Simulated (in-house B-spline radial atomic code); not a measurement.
**Pt⁵⁺: [Xe] 4f14 5d5**

All numbers are computed (Dirac-Kohn-Sham OLYP, spherical fractional occupations; Fermi nucleus of rms radius 5.427 fm) with a B-spline radial code for spherical atoms, not measured.

Z_r = [3n² - l(l+1)]/(2<r>); Z_e = n√(-2ε); the last column is Slater's effective charge. Values are occupation-weighted means over j. An effective charge above Z reflects the relativistic contraction of the inner shells.

```
shell  electrons   ε (eV)  <r> (bohr)    Z_r    Z_e  Slater
   1s          2   -78335     0.01716  87.43  75.88   77.70
   2s          2   -13816     0.07171  83.68  63.73   73.85
   2p          6   -12097     0.06468  77.30  59.64   73.85
   3s          2    -3299      0.1866  72.36  46.71   66.75
   3p          6  -2790.4      0.1871  66.82  42.96   66.75
   3d         10  -2188.6      0.1704  61.64  38.05   56.85
   4s          2  -763.07      0.4148  57.86  29.96   50.25
   4p          6  -594.17      0.4402  52.25  26.43   50.25
   4d         10  -375.88      0.4679  44.89  21.02   38.85
   5s          2  -169.27       0.942  39.81  17.64   20.35
   4f         14  -139.39      0.5136  35.05  12.80   27.45
   5p          6  -123.47       1.069  34.14  15.06   20.35
   5d          5  -67.733       1.377  25.06  11.16    8.60
```

The least bound orbital is 5d5/2 at -66.95 eV, and it is also the most diffuse (<r> = 1.39 bohr).

Spin-orbit splittings of the orbital energies (j = l + 1/2 above j = l - 1/2 when positive): 2p 1728 eV, 3p 380.1 eV, 3d 82.06 eV, 4p 90.68 eV, 4d 16.9 eV, 4f 3.488 eV, 5p 15.82 eV, 5d 1.965 eV.

For the 1s electron the small component carries 8.74 % of the norm, the zero-frequency Breit interaction raises the level by 290.2 eV, self-energy by 184.7 eV, and vacuum polarisation lowers it by 37.11 eV.
